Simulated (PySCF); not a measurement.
## A survey of 19F NMR shifts

PySCF 2.14.0 with density-fitted response routines calculation with NMR shieldings at PBE0/pcSseg-1/GIAO and coordinates at the GFN2-xTB level; non-relativistic Hamiltonian, one conformer, rapidly exchanging positions averaged, no solvent.

Shieldings were converted by a linear fit to measured shifts: 19F (scatter 6.0 ppm rms, 7.0 ppm with the 5 outliers that the fit left out vs CFCl3, solution or neat liquid, with a term for F on sp3 carbon). A few per cent of atoms miss by over 2 rms, more outside the fitted compound classes.

(1) Give the 19F shifts of `FC(F)c1ncccn1`.

(2) Match the shifts 8.4, -66.6, -111.3 ppm to `FC(F)(F)c1cnncn1`, `O=C(F)c1ccccc1`, `FC(F)c1ncccn1`.

Answers

(1) 
```json
{"compound": "FC(F)c1ncccn1", "environment": "fluorine of a CF2 group (×2)", "δ (ppm)": "-111.3"}
```

(2) 8.4: O=C(F)c1ccccc1 (fluorine bonded to C); -66.6: FC(F)(F)c1cnncn1 (fluorine of a CF3 group); -111.3: FC(F)c1ncccn1 (fluorine of a CF2 group).
